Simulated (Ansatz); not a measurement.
A structure relaxed at r2SCAN-D4/def2-TZVPD in Ansatz, charge -1, doublet:

```xyz
4

Nb    1.2307    2.0622    0.1609
Nb   -0.0398    0.4320   -0.4515
O    -0.1674   -1.1130    0.7236
O    -1.0235   -1.3812   -0.4329
```

Q: Give its formula and point group.

A: the cluster Nb2O2⁻. Point group Cs (tolerance 0.1 Å).

Q: Summarise the bond lengths by kind (pairs closer than 1.2 times the sum of covalent radii, bridged metal pairs left out).

A: 2 × Nb–O 1.95 to 2.06 Å; 1 × Nb–Nb 2.16 Å; 1 × O–O 1.46 Å.

In the def2 sets Nb takes a core potential; there is no spin–orbit coupling. The structure holds 1 bond(s) between oxygen atoms. The charge -1 doublet is spin-contaminated (final ⟨S²⟩ up to 1.79, 0.75 for a pure state). The highest occupied level of the charge -1 doublet lies above zero (up to 0.46 eV). It is a level of β spin, whose loss leaves a triplet; that state wasn't run at this geometry and level. The electron is either unbound and held by the finite basis, or the level is raised by self-interaction error. The relaxation made no stability test and no search for a lower SCF solution. No other spin state of charge -1 was run. Another isomer (quartet) lies 4.94 eV lower at PBE0-D4/def2-TZVPD; other spin states weren't run for this one.
